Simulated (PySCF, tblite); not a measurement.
Rigid-rotor lines calculated for a species of formula C3H9ClSSi2 (commonest isotopes; wB97X-D/def2-SVPD in PySCF (dipole) on a GFN2-xTB geometry, gas phase), labelled J(Ka,Kc):

```
     transition     MHz
2(0,2) ← 1(0,1)  3216.5
2(1,1) ← 1(1,0)  3493.5
1(0,1) ← 0(0,0)  1630.0
2(1,2) ← 1(1,1)  3026.7
1(1,1) ← 0(0,0)  2438.8
```

(1) Find the rotational constants.

(2) What moments of inertia, asymmetry and inertial defect follow?

(3) Which dipole components do these lines need?

(4) Where do these fall, and of which type are they? 4(2,3) ← 4(1,3); 4(4,1) ← 4(3,2); 3(3,1) ← 3(2,1); 3(0,3) ← 2(1,2); 3(1,2) ← 2(2,1); 4(1,3) ← 4(0,4); 3(2,1) ← 2(1,1); 2(1,1) ← 2(1,2); 4(3,2) ← 4(2,2); 2(1,2) ← 1(0,1).

(5) Which structure gave them?

Results:

(1) 1(0,1) ← 0(0,0) is B + C, 2(1,1) ← 1(1,0) is 3B + C and 2(1,2) ← 1(1,1) is B + 3C, so B − C is half the difference of the last two, 233.4 MHz. 1(1,1) ← 0(0,0) is A + C. A = 1740.5, B = 931.7, C = 698.3 MHz.

(2) I = 505379 MHz·u·Å² over each constant: Ia = 290.37, Ib = 542.42, Ic = 723.70 u·Å²; κ = (2B − A − C)/(A − C) = -0.552 (asymmetric top); Δ = Ic − Ia − Ib = -109.08 u·Å².

(3) μa and μb (a-type: ΔKa even, ΔKc odd; b-type: both odd). The calculation gives |μa| = 2.00 D, |μb| = 1.96 D, |μc| = 0.63 D.

(4) 
```
     transition   MHz  type  branch
2(1,1) ← 2(1,2)   700     a       Q
4(2,3) ← 4(1,3)  1710     c       Q
4(1,3) ← 4(0,4)  2534     b       Q
3(1,2) ← 2(2,1)  2784     b       R
2(1,2) ← 1(0,1)  3835     b       R
3(0,3) ← 2(1,2)  4106     b       R
4(3,2) ← 4(2,2)  4185     c       Q
3(3,1) ← 3(2,1)  4444     c       Q
4(4,1) ← 4(3,2)  6414     b       Q
3(2,1) ← 2(1,1)  7525     c       R
```

(5) `C[C@@H]1C[Si@@H](Cl)S[SiH2]1`, point group C1. Three constants can't fix a structure by themselves; this is the one that was computed:
```xyz
16
C3H9ClSSi2 angstrom
C     -1.544   -1.277   -0.164
C     -0.434   -0.235   -0.253
C      0.836   -0.710    0.466
Si     2.137    0.680    0.546
Cl     3.215    0.752   -1.153
S      0.923    2.450    0.779
Si    -0.964    1.467    0.435
H     -1.833   -1.447    0.872
H     -2.424   -0.945   -0.711
H     -1.218   -2.227   -0.586
H     -0.185   -0.103   -1.313
H      1.238   -1.595   -0.031
H      0.575   -1.016    1.482
H      3.026    0.608    1.692
H     -1.714    2.260   -0.528
H     -1.643    1.349    1.723
```

The values belong to one conformer (point group C1) with, in the numbering `[CH3:1][C@@H:2]1[CH2:3][Si@@H:4]([Cl:5])[S:6][SiH2:7]1`, C1–C2–C3–Si4 -173°, C2–C3–Si4–Cl5 -84°, C3–Si4–S6–Si7 -9°, Si4–S6–Si7–C2 -12°. Its GFN2-xTB frequencies are all real (lowest 42 cm⁻¹). These are rigid-rotor constants of the computed structure; measured ground-state constants (B0) also hold zero-point vibration. A rigid rotor knows nothing of internal rotation, which can split or shift real lines. Quadrupole hyperfine structure (35Cl) is left out.

On one thread of an Arm Neoverse N1, shared host, this took 1.8 min wall and 1.0 GiB of memory at its peak. This is the wB97X-D/def2-SVPD job that gave the dipole, with the excitations it also computed.
